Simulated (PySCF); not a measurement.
C₇H₆NSi (doublet state).
Bonds: N1–C2 (triple), C2–C3, C3–C4 (aromatic), C4–C5 (aromatic), C5–C6 (aromatic), C6–Si7, C6–C8 (aromatic), C8–C9 (aromatic), C3–C9 (aromatic). Hydrogens: H10 on C4; H11 on C5; H12, H13 on Si7; H14 on C8; H15 on C9.

As a line formula: `N#CC1=CC=C([SiH2])C=C1` [radical].

Method: UKS B3LYP, pcH-1 on C H N Si, non-relativistic, mean-field spin-orbit, GIAO in PySCF. Isolated species at its GFN2-xTB geometry, gas phase. The geometry wasn't refined by DFT: couplings that depend on bond lengths, twists or pyramidal angles can differ widely from those at the functional's own minimum, by a factor of two or more for some ions and for spin on atoms past the first row. The SCF solution wasn't tested for stability.

Computed for the main isotopes (class means, splittings of 0.05 mT or more): g = 2.0036; H12/H13 1H -47.2 MHz (1.68 mT); H11/H14 1H -8.2 MHz (0.29 mT); H10/H15 1H +3.5 MHz (0.12 mT); N1 14N +1.5 MHz (0.05 mT); 81 first-order lines, 4.31 mT wide.

What changes when 1H at H10/H15 is replaced by 2H at both sites?

At a fixed geometry a is proportional to g_N: 0.85744/5.58569 = 0.1535, so a goes from +3.5 to +0.5 MHz (0.019 mT). The spin goes from 1/2 to 1, so the 1:2:1 triplet becomes a 1:2:3:2:1 quintet. The spectrum then has 135 first-order lines over 4.14 mT, counting the new splitting although it is under 0.05 mT.

What changes when 14N at N1 is replaced by 15N?

The spin density stays the same (vibrational effects aside), so a scales with the nuclear g factor: -0.56638/0.40376 = -1.4028, so a goes from +1.5 to -2.1 MHz (0.075 mT). The spin goes from 1 to 1/2, so the 1:1:1 triplet becomes a 1:1 doublet. The spectrum then has 54 first-order lines over 4.28 mT.

Where do the 29Si satellites of Si7 appear, and how strong are they?

a = -130.3 MHz, or 4.65 mT in magnitude, and I = 1/2, so to first order each main line has two satellites, at ±2.32 mT. The isotope's abundance is about 4.7 %, shared among 2 lines, so each has 2.5 % of the main line's intensity.

Give position and intensity of the satellites from 13C at C6.

a = -27.7 MHz, or 0.99 mT in magnitude, and I = 1/2, so to first order each main line has two satellites, at ±0.49 mT. The isotope's abundance is about 1.07 %, shared among 2 lines, so each has 0.54 % of the main line's intensity.
